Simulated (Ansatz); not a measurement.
`F[SiH2][InH2]` + `BC([SiH3])C#C` → `BC([SiH3])[SiH2]F` + `C#[C][InH2]`  (redistribution)

Gas-phase electronic energies from Ansatz, PBE0-D4/def2-TZVP geometries. CBS: MP2 limit from def2 TZ/QZ plus the TZ coupled-cluster correction, frozen cores. DFT in def2-TZVPP. B3LYP here is the variant with VWN-RPA as its local correlation; programs differ in this. def2 core potentials past Kr. For In outer-core shells are correlated without core-valence functions, which leaves a few kJ/mol of doubt a bond. One conformer a species, not always the lowest.

| level | ΔE (kJ/mol) | difference from CCSD(T)/CBS |
| --- | --- | --- |
| r2SCAN-D4 | -55.0 | 11.7 |
| PBE0-D4 | -46.8 | 19.9 |
| B3LYP-D4 | -49.3 | 17.4 |
| ωB97X-V | -60.3 | 6.4 |
| ωB97M-V | -64.0 | 2.7 |
| PBE | -37.6 | 29.1 |
| r2SCAN | -54.6 | 12.1 |
| PBE0 | -44.9 | 21.8 |
| B3LYP | -45.5 | 21.2 |
| MP2/def2-TZVPP | -74.3 | -7.6 |
| SCS-MP2/def2-TZVPP | -73.4 | -6.7 |
| CCSD/def2-TZVPP | -69.4 | -2.7 |
| HF/def2-QZVPP | -64.9 | 1.8 |
| SCS-MP2/def2-QZVPP | -71.1 | -4.4 |
| MP2/CBS(def2) | -69.6 | -2.9 |
| CCSD/CBS(def2) | -64.7 | 2.0 |
| CCSD(T)/CBS | -66.7 | 0 |

Largest T1 diagnostic among the species: 0.015.

From PBE to PBE0 (25 % exact exchange), in def2-TZVPP and without D4, ΔE moves by −7.3 kJ/mol. In def2-TZVPP, CCSD(T) changes the Hartree–Fock value by −6.6 kJ/mol (the triples alone add −2.0 kJ/mol) and MP2 by −9.6 kJ/mol.
